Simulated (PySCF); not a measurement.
C5H10O, SMILES CC1(CC1)CO. Geometry optimised at B3LYP-D3(BJ)/def2-SVP. One conformer was computed; it need not be the lowest.

Problem. Give the equilibrium geometry at B3LYP-D3(BJ)/def2-SVP (PySCF confirms it by a frequency run) as Cartesian coordinates in Å, and its point group. (Estimate from the structure and the level; the computed values follow.)

Solution. This is not unique; one that fits is point group Cs.
```xyz
16

C     -1.1005    -1.5891     0.0000
C     -0.1487    -0.4111     0.0000
C     -0.8625     0.9275     0.0000
O      0.0762     1.9825     0.0000
C      1.1500    -0.5258    -0.7560
C      1.1500    -0.5258     0.7560
H     -1.7508    -1.5786    -0.8917
H     -1.7508    -1.5786     0.8917
H     -0.5503    -2.5422     0.0000
H     -1.5219     0.9754    -0.8926
H     -1.5219     0.9754     0.8926
H     -0.4026     2.8191     0.0000
H      1.5242     0.3729    -1.2515
H      1.3553    -1.4652    -1.2781
H      1.3553    -1.4652     1.2781
H      1.5242     0.3729     1.2515
```
Charge 0, spin multiplicity 1.
